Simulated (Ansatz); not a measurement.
Cost and result for the atomization energy of C₂H₆ClFSi, SMILES `FCC[SiH2]Cl` (11 atoms, 10 bonds).

```tsv
atom	x (Å)	y (Å)	z (Å)
F1	-1.582	-0.770	-1.034
C2	-0.201	-0.825	-1.135
C3	0.425	-0.571	0.216
Si4	-0.072	1.047	1.018
Cl5	0.364	2.588	-0.280
H6	0.057	-1.817	-1.520
H7	0.108	-0.071	-1.864
H8	0.175	-1.384	0.907
H9	1.516	-0.570	0.108
H10	0.725	1.258	2.250
H11	-1.515	1.115	1.334
```

Total charge 0; spin multiplicity 1. Geometry: relaxed with PBE0-D4/def2-TZVP. It is one conformer, not always the lowest. Program: Ansatz. All runs use 4 threads of an Arm Neoverse N1 on a shared host. Times are those of one run each, without the atoms' runs, and a repeat can differ threefold. Electronic energies, without spin–orbit coupling; frozen cores. CCSD(T)/CBS adds CCSD(T) − MP2 in def2-TZVPP to the MP2 limit, and its time is that of the two runs behind it. T1 = 0.010. B3LYP takes the VWN-RPA correlation (the form of Gaussian; ORCA's B3LYP/G).

CCSD(T)/CBS is a level of theory with its own doubt, some kJ/mol a heavy atom from the limit and from the frozen cores, so smaller differences don't rank the functionals.

```tsv
level	functions	atomization (kJ/mol)	difference from CCSD(T)/CBS	per bond
CCSD(T)/def2-TZVPP	261	3860.2	-99.8	-10.0
ωB97X-V/def2-TZVPP	261	3974.4	14.4	1.4
CCSD(T)/CBS(def2)	–	3960.0	0.0	0.0
PBE0-D4/def2-TZVPP	261	3959.6	-0.4	0.0
B2PLYP/def2-TZVPP	261	3906.1	-53.9	-5.4
B3LYP-D4/def2-TZVPP (with forces)	261	3943.4	-16.6	-1.7
r2SCAN-D4/def2-TZVPP (with forces)	261	3966.7	6.7	0.7
PBE-D4/def2-TZVPP (with forces)	261	4008.9	48.9	4.9
ωB97M-V/def2-TZVPP (with forces)	261	3971.1	11.1	1.1
MP2/def2-QZVPP	491	3976.9	16.9	1.7
```

(1) Order the runs by time, with rough figures. (Estimate.)

## Answers

(1) The calculation gave: PBE-D4/def2-TZVPP (with forces) 4.4 s; PBE0-D4/def2-TZVPP 5.5 s; B3LYP-D4/def2-TZVPP (with forces) 8.5 s; r2SCAN-D4/def2-TZVPP (with forces) 9 s; B2PLYP/def2-TZVPP 9.5 s; ωB97X-V/def2-TZVPP 14 s; ωB97M-V/def2-TZVPP (with forces) 19 s; MP2/def2-QZVPP 38 s; CCSD(T)/def2-TZVPP 4.9 min; CCSD(T)/CBS(def2) 5.5 min.

From PBE to PBE0 (25 % exact exchange), in def2-TZVPP and without D4, the atomization energy moves by −45.8 kJ/mol: exact exchange takes away binding that semilocal exchange gives to molecules. The D4 term adds +37.9 kJ/mol with B3LYP and +19.9 kJ/mol with PBE0; it sums over pairs of atoms, weighted by their polarisabilities, and B3LYP, whose exchange is more repulsive, gets the larger term. In def2-TZVPP, CCSD(T) changes the Hartree–Fock value by +891.9 kJ/mol (the triples alone add +50.7 kJ/mol) and MP2 by +949.7 kJ/mol; breaking electron pairs costs correlation energy, which Hartree–Fock lacks.
